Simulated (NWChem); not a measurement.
Atomisation of phosphorus nitride (NP)

SMILES: N#P
```xyz
2

N      0.0000     0.0000     1.0177
P      0.0000     0.0000    -0.4749
```
Charge 0, spin multiplicity 1.

Program: NWChem. Structure: optimised with B3LYP/def2-SVP, a minimum by its harmonic frequencies.

Basis set: def2-TZVP. The atomisation energy is electronic alone: no zero-point, thermal, spin-orbit or counterpoise terms. No value is extrapolated to the basis-set limit. Free atoms are single determinants with multiplicities N 4, P 4. Correlated methods freeze the same cores in atoms and molecule, 6 orbitals in all.

```json
[
 {"method": "B3LYP", "atomisation energy (kcal/mol)": "145.1"},
 {"method": "PBE0", "atomisation energy (kcal/mol)": "137.7"},
 {"method": "MP2", "atomisation energy (kcal/mol)": "145.5"},
 {"method": "HF", "atomisation energy (kcal/mol)": "38.8"},
 {"method": "M06-2X", "atomisation energy (kcal/mol)": "143.0"},
 {"method": "CCSD(T)", "atomisation energy (kcal/mol)": "133.9"},
 {"method": "BHandHLYP", "atomisation energy (kcal/mol)": "123.8"},
 {"method": "TPSS", "atomisation energy (kcal/mol)": "145.1"},
 {"method": "LDA (SVWN5)", "atomisation energy (kcal/mol)": "178.2"},
 {"method": "PBE", "atomisation energy (kcal/mol)": "155.5"}
]
```

The values span 139.4 kcal/mol, from HF (lowest) to LDA (SVWN5) (highest). 

B3LYP has NWChem's definition, with VWN1-RPA local correlation. The stability of the SCF solutions was not checked. Open-shell Hartree-Fock references start from PBE0 orbitals. Coupled-cluster values serve here as a point of comparison, not as the truth.
